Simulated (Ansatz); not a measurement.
A series at Ti: from `[NH2][Ti]([OH])([OH])[OH]`, ligands are replaced one by one, each step taking up H–F and setting free H₂O; n counts the steps. Ansatz, PBE0-D4/def2-TZVP geometries. Each molecule was computed in one conformer, which needn't be the lowest.

```json
{"n": "0", "molecule": "`[NH2][Ti]([OH])([OH])[OH]`", "HOMO energy, ωB97M-V/def2-TZVPP (eV)": "?"}
{"n": "1", "molecule": "`[NH2][Ti]([OH])([OH])[F]`", "HOMO energy, ωB97M-V/def2-TZVPP (eV)": "-9.97"}
{"n": "2", "molecule": "`[NH2][Ti]([OH])([F])[F]`", "HOMO energy, ωB97M-V/def2-TZVPP (eV)": "-10.46"}
{"n": "3", "molecule": "`[NH2][Ti]([F])([F])[F]`", "HOMO energy, ωB97M-V/def2-TZVPP (eV)": "-10.94"}
```

**Question.** By hand: fit a straight line y = ȳ + b (n − n̄) to the 3 given rows and predict n = 0.

**Answer.** n̄ = 2.000, ȳ = -10.457; Σ(n − n̄)(y − ȳ) = -0.970, Σ(n − n̄)² = 2.000, so b = -0.485 eV a step. Prediction: -10.457 + (-0.485) × (-2.000) = -9.49 eV.

**Question.** By hand: compare with the computed value, -9.80 eV, and give the steps along the whole series.

**Answer.** The line misses by -0.31 eV (computed minus predicted). Steps: -0.17, -0.49, -0.48 eV.

The steps differ by up to 0.32 eV without a steady trend. The highest orbital can change its character along such a series. The miss is 27.2 % of the series' range.
